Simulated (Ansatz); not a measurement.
The cluster Li₃Al₅⁺, relaxed as a doublet with UKS PBE-D4/def2-SVP in Ansatz, starting from the GFN1-xTB geometry. Force threshold 0.02 eV/Å.

The structure comes from a short search, and lower isomers may exist.

Start:

Cartesian coordinates in Å:
```
Li -0.490 1.752 -1.134
Li -1.955 1.526 0.786
Li -2.015 -0.323 -0.802
Al 1.714 0.157 -1.722
Al -0.123 0.369 2.351
Al 0.209 -1.939 -1.458
Al 2.069 0.326 0.858
Al 0.593 -1.868 1.121
```

Problem. Estimate the energy that the relaxation releases and the steps that it takes.

Solution. 2.33 eV, in 32 steps; 3.8 min on 4 threads of Intel Xeon on a shared host. No frequencies were taken in this run, so the end may be a saddle point.

Problem. Does the start keep its bonding and symmetry?

Solution. Bonds lost: Li1–Li2, Li1–Li3, Li2–Li3 (atoms count from 1). Bonds formed: Li1–Al5, Li1–Al6, Li2–Al7, Li3–Al8, Al4–Al8 (atoms count from 1).

Problem. Predict the relaxed structure.

Solution. 
```xyz
8

Li   -0.326    1.302   -1.417
Li   -0.784    2.822    1.922
Li   -1.960   -2.316   -0.395
Al    2.286   -0.079   -0.897
Al   -1.271    0.189    1.169
Al    0.348   -1.407   -2.051
Al    1.218    1.005    1.144
Al    0.488   -1.517    0.524
```
Bond lengths (bridged metal pairs left out): 7 × Al–Al 2.53 to 2.71 Å; 6 × Al–Li 2.73 to 2.98 Å.
